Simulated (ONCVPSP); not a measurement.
Before and after: ONCV potential for Mo (Z = 42)

ONCVPSP 4.0.1 input, shortened (lines: element, Z, core and valence counts, functional; n l f; lmax; l rc ep ncon nbas qcut; lloc lpopt rc5 dvloc0; l nproj debl; icmod fcfact rcfact), LDA (Perdew-Wang 92), scalar-relativistic:

```
  Mo 42.00    6    4  -001012      upf
    1    0    2.00
    2    0    2.00
    2    1    6.00
    3    0    2.00
    3    1    6.00
    3    2   10.00
    4    0    2.00
    4    1    6.00
    4    2    5.00
    5    0    1.00
    2
    0    1.65    0.00    4    9    5.80
    1    1.25    0.00    3    7    7.80
    2    2.35    0.00    5   10    6.00
    4    4    1.20    0.00
    0    2    2.70
    1    2    1.40
    2    2    3.60
    3    5.50    1.60
```

In the p channel the program set the typed energies aside and used -1.418, 0.250 Ha.

Change: d: qcut 5.3.

Cutoffs: the cutoffs (Ha) at which the residual kinetic energy of the hardest occupied pseudo-wave falls to 1 and 0.1 mHa per electron; they do not see the model core or the augmentation charge, which bear on the density cutoff. Errors are all-electron minus pseudo energies relative to the spin-unpolarised reference configuration.

Predict the effect on cutoff, ghosts and configuration errors.

The potential gets neither clearly harder nor softer (26 Ha and 47 Ha → 26 Ha and 47 Ha); of the 4 tests that both files solve, the error grows in 1 and shrinks in 2 by more than 15 % and 0.3 meV (median size 1.9 → 1.8 meV); the range in which the d phases agree narrows (upper end at the end of the scan → 1.4); neither file shows a bound ghost.

| quantity | base | changed |
| --- | --- | --- |
| cutoff, loose | 26 Ha | 26 Ha |
| cutoff, tight | 47 Ha | 47 Ha |
| loose cutoff by channel | s 14 Ha, p 26 Ha, d 14 Ha | s 14 Ha, p 26 Ha, d 13 Ha |
| bound ghosts | none | none |
| GHOST(+) flags under 300 eV | none | none |
| error for 4s2 4p6 4d5 5s0, meV [ΔE 7.18 eV] | -1.8 | -1.3 |
| error for 4s2 4p6 4d4 5s0, meV [ΔE 22.88 eV] | -2.0 | -2.2 |
| error for 4s2 4p6 4d3 5s0, meV [ΔE 49.84 eV] | +19 | +32 |
| error for 4s2 4p6 4d5.5 5s0.5, meV [ΔE 0.31 eV] | -0.9 | -0.4 |
| s: phases at 1.68 bohr within 0.05 rad from the reference energy up to (Ha; the scan ends near 5) | to the end of the scan | to the end of the scan |
| p: phases at 1.27 bohr within 0.05 rad from the reference energy up to (Ha; the scan ends near 5) | to the end of the scan | to the end of the scan |
| d: phases at 2.39 bohr within 0.05 rad from the reference energy up to (Ha; the scan ends near 5) | to the end of the scan | 1.4 |
| rms error of d²Exc/dni dnj with the model core, mHa | 2.49 | 2.51 |
